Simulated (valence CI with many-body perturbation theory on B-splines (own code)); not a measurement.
# Energy levels of Ir⁶⁴⁺

Level of theory: relativistic CI+MBPT: three valence electrons over a frozen Dirac-Fock core [Ne], a basis of 11 s, 11 p, 10 d, 8 f, 5 g, 2 h functions for each j, with the one-electron correlation potential Σ1, the two-electron term Σ2, the three-electron term Σ3, Breit, model QED; selected CI, second order for the rest, scaled by the run's own slope (own B-spline code, finite nucleus).

No measured spectrum was set against this ion. As an estimate, large intervals hold to a few tenths of a per cent, small ones and those within an open d or f shell to about a per cent.

Levels 91 to 135 of 157, with energies above the lowest level, (3s^2 3p1/2) J=1/2. "Leading %" is the weight of the configuration and term that name the level; weights of strongly mixed levels are sums over their largest components and can fall short, so below about 35 % the name and the second component can differ from the true leading terms, or belong to a minority configuration. In the jj column 3d3/2^4 stands for four electrons in 3d with j = 3/2. Lifetimes count E1, E2, E3, M1 and M2 decay at the calculated energies, and are blank where another channel may lead or the interval is too uncertain; long ones can be off by a factor of two.

| No. | Configuration | Term | J | E (eV) | Leading % | Lifetime | Second component | Leading jj |
| --- | --- | --- | --- | --- | --- | --- | --- | --- |
| 91 | 3p²3d | ⁴P | 1/2 | 1917.0 | 47 | 129 fs | 27 % 3p²3d ²P | 3p3/2^2 3d3/2 (98 %) |
| 92 | 3p²3d | ²F | 7/2 | 1918.6 | 45 | 141 fs | 28 % 3p²3d ²G | 3p3/2^2 3d3/2 (98 %) |
| 93 | 3p3d² | ²P° | 1/2 | 1931.4 | 72 | 1.18 ps | 20 % 3p3d² ⁴D° | 3p1/2 3d5/2^2 (98 %) |
| 94 | 3p²3d | ²D | 3/2 | 1939.2 | 69 | 138 fs | 12 % 3p²3d ⁴D | 3p3/2^2 3d3/2 (98 %) |
| 95 | 3p²3d | ⁴F | 9/2 | 1992.5 | 63 | 203 fs | 37 % 3p²3d ²G | 3p3/2^2 3d5/2 (100 %) |
| 96 | 3p²3d | ²F | 7/2 | 1992.9 | 51 | 193 fs | 38 % 3p²3d ⁴D | 3p3/2^2 3d5/2 (99 %) |
| 97 | 3p²3d | ²P | 1/2 | 2007.4 | 57 | 176 fs | 27 % 3p²3d ²S | 3p3/2^2 3d5/2 (98 %) |
| 98 | 3p²3d | ²D | 5/2 | 2025.4 | 75 | 191 fs | 16 % 3p²3d ⁴D | 3p3/2^2 3d5/2 (100 %) |
| 99 | 3p²3d | ²P | 3/2 | 2036.9 | 45 | 168 fs | 26 % 3p²3d ²D | 3p3/2^2 3d5/2 (97 %) |
| 100 | 3p²3d | ²D | 5/2 | 2040.3 | 52 | 172 fs | 19 % 3p²3d ⁴P | 3p3/2^2 3d5/2 (96 %) |
| 101 | 3p3d² | ⁴F° | 3/2 | 2126.3 | 30 | 139 fs | 26 % 3p3d² ⁴D° | 3p3/2 3d3/2^2 (99 %) |
| 102 | 3p3d² | ⁴F° | 5/2 | 2133.9 | 36 | 146 fs | 20 % 3p3d² ²F° | 3p3/2 3d3/2^2 (96 %) |
| 103 | 3p3d² | ⁴D° | 1/2 | 2135.2 | 73 | 138 fs | 23 % 3p3d² ²P° | 3p3/2 3d3/2^2 (99 %) |
| 104 | 3p3d² | ²G° | 7/2 | 2135.3 | 34 | 151 fs | 26 % 3p3d² ²F° | 3p3/2 3d3/2^2 (97 %) |
| 105 | 3p3d² | ²P° | 3/2 | 2162.3 | 32 | 139 fs | 20 % 3p3d² ⁴P° | 3p3/2 3d3/2^2 (95 %) |
| 106 | 3p3d² | ⁴G° | 9/2 | 2207.1 | 57 | 223 fs | 21 % 3p3d² ²G° | 3p3/2 3d3/2 3d5/2 (99 %) |
| 107 | 3p3d² | ⁴F° | 7/2 | 2212.8 | 32 | 209 fs | 22 % 3p3d² ⁴D° | 3p3/2 3d3/2 3d5/2 (99 %) |
| 108 | 3p3d² | ²H° | 11/2 | 2223.7 | 61 | 254 fs | 39 % 3p3d² ⁴G° | 3p3/2 3d3/2 3d5/2 (96 %) |
| 109 | 3p3d² | ⁴P° | 5/2 | 2225.6 | 47 | 204 fs | 37 % 3p3d² ⁴D° | 3p3/2 3d3/2 3d5/2 (99 %) |
| 110 | 3p3d² | ²S° | 1/2 | 2226.8 | 44 | 191 fs | 28 % 3p3d² ⁴P° | 3p3/2 3d3/2 3d5/2 (99 %) |
| 111 | 3p3d² | ⁴D° | 3/2 | 2227.5 | 46 | 191 fs | 33 % 3p3d² ²D° | 3p3/2 3d3/2 3d5/2 (98 %) |
| 112 | 3p3d² | ²F° | 5/2 | 2228.0 | 46 | 197 fs | 40 % 3p3d² ⁴D° | 3p3/2 3d3/2 3d5/2 (99 %) |
| 113 | 3p3d² | ²G° | 7/2 | 2233.3 | 37 | 213 fs | 27 % 3p3d² ⁴D° | 3p3/2 3d3/2 3d5/2 (99 %) |
| 114 | 3p3d² | ²G° | 7/2 | 2245.8 | 39 | 199 fs | 22 % 3p3d² ⁴F° | 3p3/2 3d3/2 3d5/2 (95 %) |
| 115 | 3p3d² | ²D° | 5/2 | 2248.8 | 55 | 189 fs | 14 % 3p3d² ⁴D° | 3p3/2 3d3/2 3d5/2 (95 %) |
| 116 | 3p3d² | ²P° | 3/2 | 2252.0 | 39 | 183 fs | 18 % 3p3d² ⁴S° | 3p3/2 3d3/2 3d5/2 (97 %) |
| 117 | 3p3d² | ²G° | 9/2 | 2252.8 | 74 | 210 fs | 18 % 3p3d² ²H° | 3p3/2 3d3/2 3d5/2 (98 %) |
| 118 | 3p3d² | ²D° | 3/2 | 2262.3 | 54 | 188 fs | 15 % 3p3d² ⁴S° | 3p3/2 3d3/2 3d5/2 (96 %) |
| 119 | 3p3d² | ²F° | 5/2 | 2267.5 | 66 | 194 fs | 19 % 3p3d² ²D° | 3p3/2 3d3/2 3d5/2 (98 %) |
| 120 | 3p3d² | ²P° | 1/2 | 2272.9 | 77 | 185 fs | 9 % 3p3d² ⁴D° | 3p3/2 3d3/2 3d5/2 (96 %) |
| 121 | 3p3d² | ⁴G° | 11/2 | 2305.6 | 61 | 414 fs | 39 % 3p3d² ²H° | 3p3/2 3d5/2^2 (96 %) |
| 122 | 3p3d² | ²D° | 5/2 | 2317.6 | 46 | 340 fs | 22 % 3p3d² ⁴P° | 3p3/2 3d5/2^2 (96 %) |
| 123 | 3p3d² | ²F° | 7/2 | 2319.5 | 50 | 367 fs | 35 % 3p3d² ⁴D° | 3p3/2 3d5/2^2 (98 %) |
| 124 | 3p3d² | ⁴F° | 9/2 | 2322.6 | 53 | 338 fs | 42 % 3p3d² ²G° | 3p3/2 3d5/2^2 (99 %) |
| 125 | 3p3d² | ²P° | 1/2 | 2339.7 | 70 | 300 fs | 19 % 3p3d² ²S° | 3p3/2 3d5/2^2 (97 %) |
| 126 | 3p3d² | ²F° | 7/2 | 2355.3 | 54 | 294 fs | 18 % 3p3d² ⁴D° | 3p3/2 3d5/2^2 (97 %) |
| 127 | 3p3d² | ²P° | 3/2 | 2358.3 | 70 | 330 fs | 9 % 3p3d² ²D° | 3p3/2 3d5/2^2 (99 %) |
| 128 | 3p3d² | ²D° | 5/2 | 2358.7 | 61 | 292 fs | 16 % 3p3d² ²F° | 3p3/2 3d5/2^2 (99 %) |
| 129 | 3d³ | ⁴F | 3/2 | 2365.0 | 43 | 146 fs | 40 % 3d³ ²D | 3d3/2^3 (99 %) |
| 130 | 3p3d² | ²P° | 3/2 | 2374.8 | 52 | 273 fs | 20 % 3p3d² ²D° | 3p3/2 3d5/2^2 (96 %) |
| 131 | 3d³ | ⁴F | 5/2 | 2452.2 | 81 | 207 fs | 17 % 3d³ ²D | 3d3/2^2 3d5/2 (99 %) |
| 132 | 3d³ | ⁴P | 3/2 | 2459.9 | 38 | 200 fs | 33 % 3d³ ⁴F | 3d3/2^2 3d5/2 (99 %) |
| 133 | 3d³ | ²H | 9/2 | 2461.9 | 48 | 231 fs | 41 % 3d³ ²G | 3d3/2^2 3d5/2 (100 %) |
| 134 | 3d³ | ²G | 7/2 | 2463.2 | 50 | 219 fs | 29 % 3d³ ⁴F | 3d3/2^2 3d5/2 (98 %) |
| 135 | 3d³ | ⁴P | 1/2 | 2466.6 | 57 | 197 fs | 43 % 3d³ ²P | 3d3/2^2 3d5/2 (100 %) |

Where two levels of one J and parity lie close, their mixing, g and order are uncertain.
